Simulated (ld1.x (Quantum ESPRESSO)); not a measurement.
Transferability test, TM potential for chromium

ld1.x (Quantum ESPRESSO) 7.5 input, shortened:

```
&input
   title='Cr', zed=24., rel=1, dft='PBE', iswitch=3,
   config='[Ar] 3d5 4s1 4p0'
 /
 &inputp
   pseudotype=2, tm=.true., lloc=1,
   nlcc=.true., new_core_ps=.true.
 /
3
4S  1  0   1.00   0.00  3.05  3.05  0.0
3D  3  2   5.00   0.00  1.50  1.50  0.0
3P  2  1   6.00   0.00  1.30  1.30  0.0
 &test
   configts(1)='3p6 3d5 4s1 4p0'
 /
```

Energies are relative to the spin-unpolarised reference configuration 3p6 3d5 4s1 4p0; without spin polarisation the order of configurations can differ from experiment.

```tsv
valence configuration	charge	ΔE all-electron (eV)	error AE − PS (meV)
3p6 3d5 4s0 4p0	+1	6.901	-11
3p6 3d4 4s0 4p0	+2	22.953	-15
3p6 3d3 4s0 4p0	+3	53.702	-47
3p6 3d5 4s0 4p1	0	3.121	+3.8
3p6 3d4 4s1 4p0	+1	7.987	-1.8
3p6 3d2 4s0 4p0	+4	102.062	-79
3p6 3d4 4s2 4p0	0	-0.100	-21
```

Note: ghost state, extra bound levels that the all-electron valence spectrum of the same l lacks: s at -63.8 eV. A true bound ghost makes a file unfit for plane-wave use.
